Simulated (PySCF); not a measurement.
FH3OSi.

```xyz
6

Si    -0.4735     0.0402     0.0000
O      0.3607    -1.3649     0.0000
F      0.5563     1.2710     0.0000
H     -1.2920     0.1394    -1.2214
H     -1.2920     0.1394     1.2214
H      1.3203    -1.3615     0.0000
```
Charge 0, spin multiplicity 1.

Geometry optimised at B3LYP-D3(BJ)/def2-TZVP. A frequency run showed that this geometry is not a minimum. One conformer was computed; it need not be the lowest.

All values below come from PBE0/pcSseg-2 run with PySCF. Non-relativistic, no solvent.

Computed absolute GIAO shielding of each atom: isotropic value and principal components (ppm):
```json
[
 {"atom": "Si1", "σ(iso)": "363.2", "σ11": "337.5", "σ22": "373.1", "σ33": "379.0", "span": "41.5"},
 {"atom": "O2", "σ(iso)": "289.3", "σ11": "234.9", "σ22": "299.9", "σ33": "333.0", "span": "98.2"},
 {"atom": "F3", "σ(iso)": "339.5", "σ11": "263.8", "σ22": "352.1", "σ33": "402.7", "span": "138.8"},
 {"atom": "H4", "σ(iso)": "26.2", "σ11": "23.3", "σ22": "24.1", "σ33": "31.3", "span": "8.0"},
 {"atom": "H5", "σ(iso)": "26.2", "σ11": "23.3", "σ22": "24.1", "σ33": "31.3", "span": "8.0"},
 {"atom": "H6", "σ(iso)": "29.6", "σ11": "21.8", "σ22": "24.8", "σ33": "42.3", "span": "20.4"}
]
```
